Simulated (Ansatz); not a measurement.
`C[Si](C)(C)C#Cc1ccc(-c2ccc(-c3ccc(-c4ccc(C#C[Si](C)(C)C)[se]4)[se]3)[se]2)[se]1`, 58 atoms. Hardware: 2 threads of AMD EPYC 7R13 on a shared host and a share (18 GiB) of an NVIDIA H100 80GB HBM3.

Single mean-field runs in def2-SVP are fitted with def2-universal-jkfit.

**Question.** How many basis functions does each of these Ansatz runs have, and roughly what does it cost? PBE with 35 % exact exchange/def2-SVP, charge 0 singlet, energy, from earlier orbitals; r2SCAN-D4/def2-SVP, charge 0 singlet, energy, from earlier orbitals; PBE-D4/def2-SVP, charge -1 doublet at the geometry of the charge 0 singlet, energy, from earlier orbitals; PBE with 10 % exact exchange/def2-SVP, charge 0 singlet, energy, from earlier orbitals; PBE0-D4/def2-SVP, charge 1 doublet at the geometry of the charge 0 singlet, energy; PBE with 5 % exact exchange/def2-SVP, charge 0 singlet, energy, from earlier orbitals; PBE0-D4/def2-SVP, charge -1 doublet at the geometry of the charge 0 singlet, energy; PBE with 15 % exact exchange/def2-SVP, charge 0 singlet, energy, from earlier orbitals; PBE0-D4/def2-SVP, charge 0 singlet, energy and forces, from earlier orbitals; PBE with 50 % exact exchange/def2-SVP, charge 0 singlet, energy, from earlier orbitals; PBE-D4/def2-SVP, charge 1 doublet at the geometry of the charge 0 singlet, energy, from earlier orbitals; PBE0-D4/def2-SVP, charge 0 triplet at the geometry of the charge 0 singlet, energy.

**Answer.** Other jobs shared the machine, so times can vary by a factor of up to 3. A dash marks memory too small to be measured apart from the calling script's.

```json
{"run": "PBE with 10 % exact exchange/def2-SVP, charge 0 singlet, energy, from earlier orbitals", "functions": "658", "fitting or Cholesky vectors": "3738", "wall time": "6 s", "peak host memory (GiB)": "–"}
{"run": "PBE with 15 % exact exchange/def2-SVP, charge 0 singlet, energy, from earlier orbitals", "functions": "658", "fitting or Cholesky vectors": "3738", "wall time": "6.5 s", "peak host memory (GiB)": "–"}
{"run": "PBE-D4/def2-SVP, charge -1 doublet at the geometry of the charge 0 singlet, energy, from earlier orbitals", "functions": "658", "fitting or Cholesky vectors": "3738", "wall time": "7 s", "peak host memory (GiB)": "1.3"}
{"run": "PBE with 50 % exact exchange/def2-SVP, charge 0 singlet, energy, from earlier orbitals", "functions": "658", "fitting or Cholesky vectors": "3738", "wall time": "7 s", "peak host memory (GiB)": "–"}
{"run": "PBE with 35 % exact exchange/def2-SVP, charge 0 singlet, energy, from earlier orbitals", "functions": "658", "fitting or Cholesky vectors": "3738", "wall time": "7 s", "peak host memory (GiB)": "–"}
{"run": "r2SCAN-D4/def2-SVP, charge 0 singlet, energy, from earlier orbitals", "functions": "658", "fitting or Cholesky vectors": "3738", "wall time": "7.5 s", "peak host memory (GiB)": "1.2"}
{"run": "PBE-D4/def2-SVP, charge 1 doublet at the geometry of the charge 0 singlet, energy, from earlier orbitals", "functions": "658", "fitting or Cholesky vectors": "3738", "wall time": "8 s", "peak host memory (GiB)": "1.3"}
{"run": "PBE with 5 % exact exchange/def2-SVP, charge 0 singlet, energy, from earlier orbitals", "functions": "658", "fitting or Cholesky vectors": "3738", "wall time": "8 s", "peak host memory (GiB)": "–"}
{"run": "PBE0-D4/def2-SVP, charge 0 singlet, energy and forces, from earlier orbitals", "functions": "658", "fitting or Cholesky vectors": "3738", "wall time": "11 s", "peak host memory (GiB)": "2.3"}
{"run": "PBE0-D4/def2-SVP, charge 1 doublet at the geometry of the charge 0 singlet, energy", "functions": "658", "fitting or Cholesky vectors": "3738", "wall time": "13 s", "peak host memory (GiB)": "1.3"}
{"run": "PBE0-D4/def2-SVP, charge -1 doublet at the geometry of the charge 0 singlet, energy", "functions": "658", "fitting or Cholesky vectors": "3738", "wall time": "13 s", "peak host memory (GiB)": "1.3"}
{"run": "PBE0-D4/def2-SVP, charge 0 triplet at the geometry of the charge 0 singlet, energy", "functions": "658", "fitting or Cholesky vectors": "3738", "wall time": "20 s", "peak host memory (GiB)": "1.4"}
```
